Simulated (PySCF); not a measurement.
Al(H)(vinyl)(OH) (C2H5AlO), SMILES [AlH]([OH])[CH]=C. Atoms are numbered in the order given.

```xyz
9

Al    -0.6090     0.7020     0.0000
H     -1.9388     1.5710     0.0000
C     -0.5409    -1.2349     0.0000
C      0.6382    -1.8784     0.0000
H     -1.4465    -1.8581     0.0000
H      0.7163    -2.9738     0.0000
H      1.5906    -1.3340     0.0000
O      0.9175     1.4671     0.0000
H      1.0715     2.4124     0.0000
```

The structure is a stationary point at PBE0-D3(BJ)/def2-SVP. One conformer was computed; it need not be the lowest.

Method: M06-2X/def2-TZVP run with PySCF.

Isolated molecule, no solvent.

Computed frontier levels, gap, dipole moment and polarisability:
```
Item                                                                                                           Result
---------------------------------------------------------------------------------------------  ----------------------
highest occupied level                                                                                       -9.12 eV
lowest empty level                                                                                           -0.50 eV
orbital gap                                                                                                   8.63 eV
dipole moment                                                                                                  0.55 D
quadrupole, principal values (traceless, Buckingham form, about the centre of nuclear charge)  -5.10, -0.89, 5.99 D·Å
mean static polarisability                                                                       51.9 bohr³ (7.69 Å³)
polarisability, principal values                                                               37.0, 51.1, 67.7 bohr³
```
